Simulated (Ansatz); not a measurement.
`C[CH2][Ge][Cl]` at its PBE0-D4/def2-TZVP geometry, where that method's forces vanish. Total charge 0; spin multiplicity 1.

```xyz
9

C    -0.0865    0.5427   -0.7675
C    -0.4686    0.0931    0.6296
Ge    0.5247   -1.3628    1.5610
Cl    1.9294   -1.9246   -0.0319
H    -0.1457   -0.2811   -1.4811
H    -0.7414    1.3430   -1.1240
H     0.9401    0.9129   -0.7999
H    -0.4382    0.9284    1.3453
H    -1.5139   -0.2516    0.6685
```

Question: What forces (eV/Å) does ωB97M-V/def2-TZVPP give on these atoms in Ansatz? (Estimate.)

Answer: Ansatz gave: 
```
C1   0.054  0.079 -0.226
C2  -0.065 -0.083  0.242
Ge3 -0.048  0.052 -0.008
Cl4 -0.001  0.015 -0.024
H5   0.004  0.057  0.053
H6   0.056 -0.066  0.028
H7  -0.070 -0.030  0.004
H8  -0.004 -0.055 -0.060
H9   0.074  0.031 -0.010
```
